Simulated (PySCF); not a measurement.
Gas-phase reaction: Ga2H6 + 2 ICl ⇌ 2 GaI + 2 Cl + 6 H, at 1600 K and a standard pressure of 1 bar. Level: BLYP/def2-TZVP†.

Computed with PySCF and rigid-rotor harmonic-oscillator thermochemistry at 1 bar. † marks an energy on the PBE0/def2-TZVP geometry and frequencies. Open shells (unrestricted): Cl (multiplicity 2, electronic degeneracy 6), H (multiplicity 2); the rest are closed-shell singlets. Spin-orbit splitting is ignored; it lowers the true energy and changes the entropy of Cl. I: scalar-relativistic def2 core potential, no spin-orbit coupling. Ga: all electrons, no relativistic terms. Ga2H6: computed as isolated molecules; such fragments, hydroxides, amides, oligomers or adducts are transient or little studied in the gas. The harmonic model lacks anharmonicity and excited electronic states, which grow with temperature; levels with a mode under 35 cm⁻¹ are left out.

```csv
species,E (Ha),H(1600 K) − E (kJ/mol),S°(1600 K) (J/mol/K)
Ga2H6,-3853.39991,316.1,518.0
ICl,-757.86503,60.0,308.8
GaI,-2222.65175,59.9,322.2
Cl,-460.15035,33.3,203.2
H,-0.49755,33.3,149.6
```
E: electronic energy; H − E holds the zero-point and thermal terms. 1 Ha = 2625.5 kJ/mol.

Work out ΔH°, ΔS°, ΔG° and log10 K from these numbers.

1. ΔE = 2×(-2222.65175) + 2×(-460.15035) + 6×(-0.49755) − 1×(-3853.39991) − 2×(-757.86503) = 0.54047 Ha = 1419.0 kJ.
2. Δ(H − E) = 2×(59.9) + 2×(33.3) + 6×(33.3) − 1×(316.1) − 2×(60.0) = -49.9 kJ, so ΔH° = 1369.1 kJ.
3. ΔS° = 2×(322.2) + 2×(203.2) + 6×(149.6) − 1×(518.0) − 2×(308.8) = 812.8 J/K; the number of gas molecules changes by +7.
4. ΔG° = ΔH° − TΔS° = 1369.1 − 1600×(812.8)/1000 = 68.6 kJ.
5. log10 K = −ΔG°/(RT ln 10) = -2.24, with RT ln 10 = 30.63 kJ/mol; at standard pressures the reactants are favoured.
6. A shift of 10 kJ in ΔE would move log10 K by 0.33 here.
7. With ΔH° and ΔS° held fixed, ΔG° changes sign near ΔH°/ΔS° = 1680 K.
8. Lowering the total pressure from 1 bar to 0.01 bar multiplies the mole-fraction quotient K_x = K (p/p°)^(−Δn) by 10^14, which pushes the balance towards the products.
For scale, ΔH°(298 K) is 1338 kJ at this level, 1420 kJ at ωB97M-V/def2-TZVP†, and runs from 892 to 1669 kJ over the 17 levels computed.
